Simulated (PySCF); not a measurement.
Calculation: PySCF with PBE-D3(BJ)/def2-TZVP // r2SCAN-D4/def2-SVP. All species are isolated molecules in the gas phase. One relaxed conformer stands for a flexible species; it need not be the lowest. 

Reference species (SMILES): `[Sn]([CH3])([CH3])([O]C)[O]C` (C–O–Sn–O torsion 59°, O–Sn–O–C torsion 58°) (neutral, multiplicity 1).

```
Quantity          Value
-------------  --------
HOMO           -5.74 eV
HOMO–LUMO gap   4.65 eV
```

Changed species: `[CH3][Sn]([CH3])([CH3])[CH3]` (0 of 4 CH3 replaced by OCH3; the reference has 2 of 4 CH3 replaced by OCH3).

Task: What does the change do to the HOMO and HOMO–LUMO gap?

Result: the HOMO falls by 0.74 eV, to -6.48 eV; the HOMO–LUMO gap increases by 1.60 eV, to 6.25 eV.
